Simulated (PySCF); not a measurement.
This PySCF input asks for the NMR shieldings of `InChI=1S/H6N2SSi2/c3-5-1-4-2-5/h1-3,5H,4H2`; the geometry comes from GFN2-xTB.

```python
import basis_set_exchange as bse
import numpy as np
from pyscf import gto, dft
from pyscf.prop import nmr

atoms = """
S     2.684675    0.724630    0.141001
Si    0.617349    0.643209    0.676777
N    -0.072044   -0.948195    0.712133
Si   -1.309339   -0.650729   -0.478416
N    -0.500158    0.884690   -0.627528
H     2.596688   -0.078389   -0.906334
H     0.473244    1.478348    1.852805
H     0.061855   -1.707895    1.351828
H    -1.178476   -1.490331   -1.662130
H    -2.651419   -0.553546    0.080568
H    -0.716951    1.700878   -1.166668
"""
names = dict.fromkeys(["S", "Si", "N", "H"], "pcSseg-1")
basis = {el: gto.basis.parse(bse.get_basis(n, elements=[el], fmt="nwchem")) for el, n in names.items()}
mol = gto.M(atom=atoms, basis=basis, charge=0, verbose=0)
mf = dft.RKS(mol, xc="PBE0")
mf.grids.level = 2
mf.grids.alignment = dft.numint.BLKSIZE   # the property module wants whole blocks of grid points
mf.conv_tol = 1e-9
mf.kernel()

calc = nmr.RKS(mf)   # GIAO
C = mf.mo_coeff
Co = C[:, mf.mo_occ > 0]
resp = mf.gen_response(singlet=True, hermi=2)
def vind(x):   # induced exchange potential for any number of trial vectors
    d = np.einsum("pi,xij,qj->xpq", C, 2 * x.reshape(-1, C.shape[1], Co.shape[1]), Co, optimize=True)
    return np.einsum("xpq,pi,qj->xij", resp(d - d.transpose(0, 2, 1)), C, Co, optimize=True).ravel()
mo1, _ = nmr.rhf.solve_mo1(calc, with_cphf=vind)
sigma = calc.kernel(mo1)
for i, s in enumerate(sigma):   # ppm
    w = np.linalg.eigvalsh((s + s.T) / 2)
    print("%2d %-2s iso %8.1f  s11 %8.1f  s22 %8.1f  s33 %8.1f" % (i, mol.atom_pure_symbol(i), w.mean(), *w))
```

Q: Give the expected output.

A: 
```
 0 S  iso    636.0  s11    533.1  s22    582.4  s33    792.3
 1 Si iso    354.5  s11    309.2  s22    362.0  s33    392.3
 2 N  iso    235.3  s11    188.3  s22    234.7  s33    282.7
 3 Si iso    376.2  s11    355.2  s22    373.7  s33    399.8
 4 N  iso    235.2  s11    188.3  s22    234.6  s33    282.6
 5 H  iso     30.4  s11     23.6  s22     27.6  s33     39.9
 6 H  iso     25.8  s11     21.8  s22     23.7  s33     31.8
 7 H  iso     31.6  s11     24.3  s22     26.3  s33     44.2
 8 H  iso     26.1  s11     22.6  s22     23.5  s33     32.3
 9 H  iso     26.1  s11     22.8  s22     23.5  s33     31.9
10 H  iso     31.6  s11     24.3  s22     26.3  s33     44.2
```

These numbers come from an equivalent density-fitted implementation of the same equations, which agrees with the script to about 0.01 ppm for H and up to a few tenths of a ppm for heavy atoms, so last digits may differ.

Size and cost of the density-fitted run: 136 basis functions, 16 s wall time on 1 thread of an Arm Neoverse V1, shared host; peak memory 0.67 GiB.
